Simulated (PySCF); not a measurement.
GaH5N2.

```xyz
8

Ga     0.0000     0.0000    -0.3350
H      0.0000     0.0000    -1.8921
N      0.0000     1.5534     0.6172
H      0.0000     2.4717     0.1890
H      0.0000     1.6126     1.6292
N      0.0000    -1.5534     0.6172
H      0.0000    -1.6126     1.6292
H      0.0000    -2.4717     0.1890
```
Charge 0, spin multiplicity 1.

Geometry: B3LYP-D3(BJ)/def2-SVP. One conformer was computed; it need not be the lowest.

Level of theory: PBE0/pcSseg-1 (PySCF). Non-relativistic, no solvent.

Computed absolute GIAO shielding of each atom: isotropic value and principal components (ppm):
```json
[
 {"atom": "Ga1", "σ(iso)": "1364.5", "σ11": "1265.0", "σ22": "1374.3", "σ33": "1454.0", "span": "189.0"},
 {"atom": "H2", "σ(iso)": "26.5", "σ11": "20.7", "σ22": "20.9", "σ33": "37.8", "span": "17.1"},
 {"atom": "N3", "σ(iso)": "232.3", "σ11": "196.2", "σ22": "230.3", "σ33": "270.5", "span": "74.3"},
 {"atom": "H4", "σ(iso)": "30.1", "σ11": "23.2", "σ22": "25.4", "σ33": "41.5", "span": "18.3"},
 {"atom": "H5", "σ(iso)": "30.3", "σ11": "23.1", "σ22": "26.2", "σ33": "41.5", "span": "18.4"},
 {"atom": "N6", "σ(iso)": "232.3", "σ11": "196.2", "σ22": "230.3", "σ33": "270.5", "span": "74.3"},
 {"atom": "H7", "σ(iso)": "30.3", "σ11": "23.1", "σ22": "26.2", "σ33": "41.5", "span": "18.4"},
 {"atom": "H8", "σ(iso)": "30.1", "σ11": "23.2", "σ22": "25.4", "σ33": "41.5", "span": "18.3"}
]
```
